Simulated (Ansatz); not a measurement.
A structure relaxed at PBE-D4/def2-SVP in Ansatz, charge 0, singlet:

Cartesian coordinates in Å:
```
Ga -2.211 0.929 2.004
Ga 1.408 2.786 3.026
Ga 0.073 -0.356 5.308
Ga -0.303 -2.579 1.741
Ga 3.284 -0.668 2.772
Ga -1.035 4.209 -0.329
Ga -4.621 2.385 -1.142
Ga -2.530 -1.274 -1.317
Ga -1.344 2.040 -3.597
Ga 0.968 0.560 -0.464
Ga 2.935 -3.086 -0.873
Ga 0.743 -1.809 -3.883
Ga -0.600 -5.008 -1.695
As -0.571 1.541 3.764
As -2.866 2.879 0.612
As 0.507 4.631 1.596
As -0.971 -0.564 0.468
As 2.443 1.223 1.399
As 1.210 -1.737 3.521
As 0.883 -4.012 0.096
As 4.245 -2.248 1.087
As 0.185 2.543 -1.706
As -3.161 0.822 -2.492
As -1.200 -2.794 -2.761
As -0.114 0.304 -4.915
As 2.118 -1.017 -1.974
H -3.475 0.209 2.619
H 2.424 3.332 4.101
H -1.253 -1.106 5.721
H 1.185 0.175 6.298
H -1.556 -3.319 2.354
H 4.360 -0.231 3.838
H -1.364 5.539 -1.108
H -5.746 1.515 -0.458
H -4.852 3.699 -1.990
H -3.798 -2.004 -0.723
H -1.678 3.303 -4.478
H 3.820 -3.985 -1.817
H 1.557 -2.673 -4.920
H -1.896 -5.566 -0.987
H 0.321 -5.801 -2.706
H -1.286 2.571 4.640
H -3.507 3.868 1.586
H -0.182 5.631 2.523
H 1.646 5.551 1.156
H 3.668 1.930 0.820
H 1.736 -2.990 4.224
H 1.420 -5.192 0.907
H 4.756 -3.469 1.849
H 5.611 -1.744 0.621
H 1.403 3.256 -2.294
H -4.012 0.371 -3.680
H -2.112 -3.128 -3.942
H -1.001 -0.090 -6.094
H 0.994 0.963 -5.737
H 3.341 -0.317 -2.568
```

Q: Give its formula and point group.

A: Ga₁₃As₁₃H₃₀, a nanocrystal cut from zinc blende GaAs (hydrogen-capped). Point group C3v (tolerance 0.1 Å).

Q: Summarise the bond lengths by kind (pairs closer than 1.2 times the sum of covalent radii, bridged metal pairs left out).

A: 37 × As–Ga 2.43 to 2.53 Å; 15 × Ga–H 1.58 Å; 15 × As–H 1.53 Å.

Single mean-field runs in def2-SVP are fitted with def2-universal-jkfit.
